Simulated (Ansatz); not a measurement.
This geometry of C₂H₃FOSi (8 atoms, charge 0, multiplicity 1) is a first-order saddle point.

All numbers below come from RKS PBE-D4/def2-SVP in Ansatz 0.2.0.

```xyz
8
Properties=species:S:1:pos:R:3
O -0.385 1.530 1.258
C -0.055 0.543 0.387
C 0.668 0.334 -0.731
F 1.381 1.053 -1.599
Si -0.013 -1.262 -0.109
H -1.191 1.978 0.936
H 0.854 -2.277 0.589
H -1.167 -1.956 -0.786
```

Q: Which two structures does it join? (They come from a converged band through this point; their orientation in space is the band's.)

A: No bond is made or broken. The dihedral H6–O1–C2–C3 goes from 0 to 180°.

Initial state:

```xyz
8
Properties=species:S:1:pos:R:3
O -0.862 1.349 1.169
C -0.260 0.460 0.361
C 0.548 0.350 -0.716
F 1.184 1.179 -1.557
Si 0.073 -1.307 -0.100
H -0.631 2.250 0.863
H 1.005 -2.178 0.700
H -0.966 -2.161 -0.777
```

Final state:

```xyz
8
Properties=species:S:1:pos:R:3
O -0.643 1.686 0.884
C -0.146 0.632 0.211
C 0.651 0.407 -0.854
F 1.331 1.126 -1.749
Si 0.100 -1.182 -0.137
H -1.197 1.349 1.612
H 0.982 -2.046 0.727
H -0.986 -2.030 -0.750
```

Q: How far does it lie above each of them?

A: 0.238 eV above the first and 0.264 eV above the second. This is the barrier of this one path; another mechanism may lie lower.

Run time: 69 s on 1 thread of Arm Neoverse V2, on a shared host, peak memory 0.12 GiB.
